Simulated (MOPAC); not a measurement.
Job for MOPAC: PM6 on C2H10Si (a complex), monomers drawn apart or pushed together.

```
PM6 1SCF PRECISE CHARGE=0 THREADS=1
C2H10Si

Si    -0.01941855 1     0.30518365 1     0.28513973 1
H     -1.49070414 1     0.40063928 1     0.41075647 1
H      0.43566956 1    -1.01323627 1     0.77953210 1
H      0.61669308 1     1.37665619 1     1.08327955 1
H      0.36471552 1     0.45689561 1    -1.13688620 1
C     -0.73127024 1    -0.06236313 1     3.58243467 1
C      0.74879421 1    -0.22208848 1     3.91608432 1
H     -1.07262097 1    -0.84596678 1     2.90311185 1
H     -0.92969225 1     0.89927772 1     3.10501673 1
H     -1.34944590 1    -0.11554976 1     4.48072363 1
H      0.94570768 1    -1.18307602 1     4.39527169 1
H      1.08884346 1     0.56171538 1     4.59570901 1
H      1.36655178 1    -0.16955041 1     3.01780768 1
```

It printed:

```
*******************************************************************************
 **                                                                           **
 **                              MOPAC v23.2.5                                **
 **                                                                           **
 *******************************************************************************
 ** MOPAC's Digital Object Identifier: https://doi.org/10.5281/zenodo.6511958 **
 **                                                                           **
 ** Please cite the open-source release paper for use of this MOPAC version:  **
 ** J. E. Moussa and J. J. P. Stewart (2026)                                  **
 ** MOPAC: An open-source semiempirical molecular orbital program             **
 ** J. Open Source Softw., 11(119), 8025, https://doi.org/10.21105/joss.08025 **
 *******************************************************************************

                              PM6 CALCULATION RESULTS

 *******************************************************************************
 *  PM6        - The PM6 Hamiltonian to be used
 *
 *
 *
 *                 CHARGE ON SYSTEM = 0
 *
 *
 *
 *  PRECISE    - TIGHTER CRITERIA TO BE USED
 *  1SCF       - DO 1 SCF AND THEN STOP
 *  THREADS=1  - MULTI-THREADING NOT USED
 *  T=         - A TIME OF 172800.0 SECONDS REQUESTED
 *  DUMP=N     - RESTART FILE WRITTEN EVERY 7200.0 SECONDS REQUESTED
 *******************************************************************************
PM6 1SCF PRECISE CHARGE=0 THREADS=1
 C2H10Si

   ATOM   CHEMICAL          X               Y               Z
  NUMBER   SYMBOL      (ANGSTROMS)     (ANGSTROMS)     (ANGSTROMS)

     1      Si         -0.01941855  *   0.30518365  *   0.28513973  *
     2       H         -1.49070414  *   0.40063928  *   0.41075647  *
     3       H          0.43566956  *  -1.01323627  *   0.77953210  *
     4       H          0.61669308  *   1.37665619  *   1.08327955  *
     5       H          0.36471552  *   0.45689561  *  -1.13688620  *
     6       C         -0.73127024  *  -0.06236313  *   3.58243467  *
     7       C          0.74879421  *  -0.22208848  *   3.91608432  *
     8       H         -1.07262097  *  -0.84596678  *   2.90311185  *
     9       H         -0.92969225  *   0.89927772  *   3.10501673  *
    10       H         -1.34944590  *  -0.11554976  *   4.48072363  *
    11       H          0.94570768  *  -1.18307602  *   4.39527169  *
    12       H          1.08884346  *   0.56171538  *   4.59570901  *
    13       H          1.36655178  *  -0.16955041  *   3.01780768  *



          CARTESIAN COORDINATES

    NO.       ATOM           X           Y           Z

     1        Si         -0.0194      0.3052      0.2851
     2         H         -1.4907      0.4006      0.4108
     3         H          0.4357     -1.0132      0.7795
     4         H          0.6167      1.3767      1.0833
     5         H          0.3647      0.4569     -1.1369
     6         C         -0.7313     -0.0624      3.5824
     7         C          0.7488     -0.2221      3.9161
     8         H         -1.0726     -0.8460      2.9031
     9         H         -0.9297      0.8993      3.1050
    10         H         -1.3494     -0.1155      4.4807
    11         H          0.9457     -1.1831      4.3953
    12         H          1.0888      0.5617      4.5957
    13         H          1.3666     -0.1696      3.0178

 General Reference for PM6:
 "Optimization of Parameters for Semiempirical Methods V: Modification of NDDO Approximations
 and Application to 70 Elements", J. J. P. Stewart, J. Mol. Mod., 13, 1173-1213 (2007)
 URL: https://link.springer.com/article/10.1007/s00894-007-0233-4

           Empirical Formula: C2 H10 Si  =    13 atoms



      MOLECULAR POINT GROUP   :   Cs


      RHF CALCULATION, NO. OF DOUBLY OCCUPIED LEVELS = 11


 -------------------------------------------------------------------------------
 PM6 1SCF PRECISE CHARGE=0 THREADS=1
 C2H10Si



     1SCF WAS SPECIFIED, SO BFGS WAS NOT USED
     SCF FIELD WAS ACHIEVED


                              PM6 CALCULATION
                                                       MOPAC v23.2.5 Linux




          FINAL HEAT OF FORMATION =         -7.54027 KCAL/MOL =     -31.54847 KJ/MOL


          COSMO AREA              =        132.30 SQUARE ANGSTROMS
          COSMO VOLUME            =        121.88 CUBIC ANGSTROMS

          IONIZATION POTENTIAL    =         11.544196 EV
          HOMO LUMO ENERGIES (EV) =        -11.544  0.881
          NO. OF FILLED LEVELS    =         11
          MOLECULAR WEIGHT        =         62.1865         POINT GROUP:  Cs

          MOLECULAR DIMENSIONS (Angstroms)

            Atom       Atom       Distance
            H    10    H     5     5.90115
            H     2    H    12     3.71917
            H     4    H    11     2.39506


          SCF CALCULATIONS        =          1





   ATOM   CHEMICAL          X               Y               Z
  NUMBER   SYMBOL      (ANGSTROMS)     (ANGSTROMS)     (ANGSTROMS)

     1      Si         -0.01941855  *   0.30518365  *   0.28513973  *
     2       H         -1.49070414  *   0.40063928  *   0.41075647  *
     3       H          0.43566956  *  -1.01323627  *   0.77953210  *
     4       H          0.61669308  *   1.37665619  *   1.08327955  *
     5       H          0.36471552  *   0.45689561  *  -1.13688620  *
     6       C         -0.73127024  *  -0.06236313  *   3.58243467  *
     7       C          0.74879421  *  -0.22208848  *   3.91608432  *
     8       H         -1.07262097  *  -0.84596678  *   2.90311185  *
     9       H         -0.92969225  *   0.89927772  *   3.10501673  *
    10       H         -1.34944590  *  -0.11554976  *   4.48072363  *
    11       H          0.94570768  *  -1.18307602  *   4.39527169  *
    12       H          1.08884346  *   0.56171538  *   4.59570901  *
    13       H          1.36655178  *  -0.16955041  *   3.01780768  *

                             CARTESIAN COORDINATES

   1   Si       -0.019418550     0.305183650     0.285139730
   2    H       -1.490704140     0.400639280     0.410756470
   3    H        0.435669560    -1.013236270     0.779532100
   4    H        0.616693080     1.376656190     1.083279550
   5    H        0.364715520     0.456895610    -1.136886200
   6    C       -0.731270240    -0.062363130     3.582434670
   7    C        0.748794210    -0.222088480     3.916084320
   8    H       -1.072620970    -0.845966780     2.903111850
   9    H       -0.929692250     0.899277720     3.105016730
  10    H       -1.349445900    -0.115549760     4.480723630
  11    H        0.945707680    -1.183076020     4.395271690
  12    H        1.088843460     0.561715380     4.595709010
  13    H        1.366551780    -0.169550410     3.017807680


           Empirical Formula: C2 H10 Si  =    13 atoms



      MOLECULAR POINT GROUP   :   Cs


                  EIGENVALUES
 -27.25616 -21.84654 -19.39131 -15.09415 -15.06161 -13.12348 -12.17097 -12.09374
 -11.61249 -11.57795 -11.54420   0.88058   0.88364   0.95205   1.59590   1.60174
   3.01333   4.48149   4.57559   4.59429   4.59540   5.71378   5.71615   6.21609
   6.21888   6.90609   6.93823


              NET ATOMIC CHARGES AND DIPOLE CONTRIBUTIONS

  ATOM NO.   TYPE          CHARGE      No. of ELECS.   s-Pop       p-Pop       d-Pop
    1         Si           0.103738        3.8963     1.23380     2.14391     0.51856
    2          H          -0.028964        1.0290     1.02896
    3          H          -0.026316        1.0263     1.02632
    4          H          -0.026329        1.0263     1.02633
    5          H          -0.029943        1.0299     1.02994
    6          C          -0.424571        4.4246     1.07465     3.34992
    7          C          -0.423421        4.4234     1.07514     3.34828
    8          H           0.143599        0.8564     0.85640
    9          H           0.143615        0.8564     0.85639
   10          H           0.142540        0.8575     0.85746
   11          H           0.141566        0.8584     0.85843
   12          H           0.141574        0.8584     0.85843
   13          H           0.142912        0.8571     0.85709
 DIPOLE           X         Y         Z       TOTAL
 POINT-CHG.    -0.003    -0.018     0.140     0.141
 HYBRID        -0.021    -0.003     0.038     0.043
 SUM           -0.024    -0.021     0.178     0.180


          ATOMIC ORBITAL ELECTRON POPULATIONS

     Atom    s        px        py        pz      x^2-y^2     xz        z^2       yz        xy
    1 Si   1.23380   0.71580   0.71800   0.71010   0.15155   0.05219   0.15154   0.09518   0.06809
    2  H   1.02896
    3  H   1.02632
    4  H   1.02633
    5  H   1.02994
    6  C   1.07465   1.03109   1.16252   1.15631
    7  C   1.07514   1.02786   1.16285   1.15757
    8  H   0.85640
    9  H   0.85639
   10  H   0.85746
   11  H   0.85843
   12  H   0.85843
   13  H   0.85709

 **********************
 *                    *
 * JOB ENDED NORMALLY *
 *                    *
 **********************




 == MOPAC DONE ==
```

The run finished.

Cost: very roughly 0.03 core-seconds.
